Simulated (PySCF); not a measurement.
**C₆ coefficients of unlike pairs at UHF**

Calculated with PySCF 2.14 from the dipole response of each species, C₆(A,B) = (3/π) ∫ α_A(iu) α_B(iu) du, in atomic units, from isotropic polarisabilities. For ions this is the dispersion term alone; charge-induced terms of lower order in 1/R come first.

```tsv
species	configuration	basis	relativity	α (bohr³)	C₆ (like pair)
Ne	[Ne] (1S)	aug-cc-pVQZ-DK (6s5p4d3f2g)	spin-free X2C	2.332	5.478
Si+	[Ne] 3s2 3p1 (2P)	x2c-TZVPPall with one added diffuse shell each of s, p, d type (6s6p4d1f)	spin-free X2C	19.48	104.8
Ne(3+)	[He] 2s2 2p3 (4S)	x2c-QZVPPall with one added diffuse shell each of s, p, d, f type (8s5p4d3f1g)	spin-free X2C	0.7092	0.6068
N(3+)	[He] 2s2 (1S)	aug-cc-pVDZ (4s3p2d)	none	2.263	2.271
```

Estimate C₆ for Ne(3+) with Ne.

The integral gives 1.802. The combination rule 2 C_A C_B / (C_A α_B/α_A + C_B α_A/α_B) gives 1.816 and the geometric mean 1.823.

No spin-orbit coupling is included.

The other pairs:

```json
{"pair": "Si+, Ne", "C₆": "19.79"}
{"pair": "N(3+), Si+", "C₆": "15.01"}
{"pair": "N(3+), Ne", "C₆": "3.256"}
{"pair": "Ne(3+), Si+", "C₆": "6.153"}
{"pair": "N(3+), Ne(3+)", "C₆": "1.025"}
```
